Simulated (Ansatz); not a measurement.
Ansatz (a first-principles code) input:
A basis named .json is the Basis Set Exchange file of that set.

Ansatz 0.2 input:
```yaml
crystal:
  periodic: [false, false, false]
  atoms:
    - {symbol: Si, position_ang: [0.35199636, 0.43958654, 1.55097957]}
    - {symbol: Si, position_ang: [1.50587353, 0.44169605, -0.50982830]}
    - {symbol: Si, position_ang: [-0.57515096, 0.02539865, -1.54636078]}
    - {symbol: Si, position_ang: [-1.28271894, -0.90668124, 0.50520951]}
    - {symbol: H, position_ang: [1.03504449, -0.05441373, 2.77127315]}
    - {symbol: H, position_ang: [-0.20412048, 1.79099482, 1.81838340]}
    - {symbol: H, position_ang: [2.36708405, -0.76499072, -0.60625747]}
    - {symbol: H, position_ang: [2.29459835, 1.63383340, -0.90533954]}
    - {symbol: H, position_ang: [-0.62657317, -0.79671422, -2.77972757]}
    - {symbol: H, position_ang: [-1.28352107, 1.30879027, -1.78759265]}
    - {symbol: H, position_ang: [-0.87944249, -2.33479437, 0.57546672]}
    - {symbol: H, position_ang: [-2.70306967, -0.78270545, 0.91379396]}
basis:
  gaussian:
    orbitals: aug-cc-pV_D+d_Z.json
magnetization: {spin_polarized: false}
correlation: {method: ccsd_t, electrons: outside_noble_gas}
output: {forces: true}
```

Q: Which total energy does the run end on?

A: -1160.90631 Eh (CCSD(T)/aug-cc-pV(D+d)Z). The basis has 200 functions.
